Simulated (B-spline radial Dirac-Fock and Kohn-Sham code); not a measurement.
Energy-loss ionisation edge N1 (4s) of Dy

System: the Dy atom, configuration [Xe] 4f10 6s2. The computed values come from a radial B-spline solver: the first Born approximation with generalised oscillator strengths from a Dirac-Hartree-Slater potential (longitudinal and transverse terms; continuum final states only, so no white lines or fine structure). The edge is taken at 414.2 eV (tabulated value).

The run's input, task.json:

```json
{"items": [{
  "Z": 66,
  "q": 0,
  "cfg": [[1, 0, 2], [2, 0, 2], [2, 1, 6], [3, 0, 2], [3, 1, 6], [3, 2, 10], [4, 0, 2], [4, 1, 6], [4, 2, 10], [4, 3, 10], [5, 0, 2], [5, 1, 6], [6, 0, 2]],
  "A": 164,
  "rrms": 5.2218,
  "do": "eels",
  "beams": [[60, 20], [60, 50], [80, 5], [80, 20], [80, 50], [80, 100], [100, 10], [100, 20], [100, 50], [100, 100], [120, 5], [200, 20], [300, 50], [300, 100]],
  "edges": {"N1": 414.2}
}]}
```

Command: `python xray2_run.py task.json out`

Partial cross sections σ(β, Δ) in barn, integrated over a window Δ above the edge and up to the collection semi-angle β, for parallel illumination:

```tsv
E₀ (kV)	β (mrad)	Δ = 25 eV	Δ = 50 eV	Δ = 100 eV	Δ = 200 eV	Δ = 300 eV
60	20	212	400	718	1180	1470
60	50	318	602	1080	1830	2360
80	5	71.6	133	232	362	437
80	20	193	366	659	1090	1370
80	50	?	?	?	?	?
80	100	388	747	1340	2260	2980
100	10	127	239	426	690	859
100	20	179	340	613	1020	1290
100	50	263	498	890	1500	1950
100	100	340	657	1180	2000	2640
120	5	76.5	143	253	400	490
200	20	145	275	499	839	1080
300	50	188	364	655	1110	1460
300	100	191	371	670	1140	1510
```

Problem. Give the row for 80 kV and 50 mrad.

Solution. 284 b for 25 eV, 538 b for 50 eV, 964 b for 100 eV, 1630 b for 200 eV, 2110 b for 300 eV.
